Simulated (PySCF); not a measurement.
**Identify the compound**

An unknown has the formula C$_{7}$H$_{10}$N$_{2}$. Its calculated NMR data are:

¹H NMR (600 MHz, computed): δ 7.70 (s, 1H), 3.71 (s, 3H), 2.31 (s, 3H), 1.98 (s, 3H).

¹³C{¹H} NMR (computed): δ 169.4 (C), 152.9 (CH), 118.9 (C), 108.4 (C), 44.0 (CH3), 27.8 (CH3), 21.6 (CH3).

PySCF calculation with B97-2/pcSseg-1 with gauge-including orbitals and PBE0-D3(BJ)/def2-SVP structure; no solvent model, a single conformation, non-relativistic Hamiltonian, equivalent nuclei averaged.

δ = σ(ref) − σ, references computed at the same level: ¹H, ¹³C against TMS.

Problem. Propose a structure and justify it.

Solution. 
- The formula gives 4 degrees of unsaturation (no ring in the answer).
- 7 carbon signals for 7 carbons: no two carbons are equivalent.
- Carbon types of the structure: 3 × C, 1 × CH, 3 × CH3, which accounts for all hydrogens.
- δC 169.4, 108.4: fully substituted alkene carbon.
- δC 152.9: C=N carbon.
- δC 118.9: nitrile carbon; C≡N carbons fall here, among the sp2 signals but without a proton.
- δC 44.0: methyl carbon bonded to N; pulled downfield by the heteroatom.
- δC 27.8, 21.6: allylic methyl carbon; aliphatic region, no heteroatom directly attached.
- δH 3.71: hydrogen on a methyl carbon bonded to N; its carbon carries N, which withdraws density.
- δH 2.31, 1.98: hydrogen on an allylic methyl carbon; allylic position.

These data were computed for `C/N=C\C(C#N)=C(C)C`.

The data come from this structure; uniqueness wasn't tested.

Shifts are as computed. Against solution values, carbons near 30 ppm lie about +1 ppm off and those near 130 ppm about +2 ppm. Of 1211 compounds with measured shifts, 218 miss one by over three times the rms of a fit or turn the order of signals round; such compounds aren't used in these exercises. Multiplicities follow the n + 1 count of equivalent neighbours, as no J values were calculated; m marks all less simple cases, F and P coupling included.
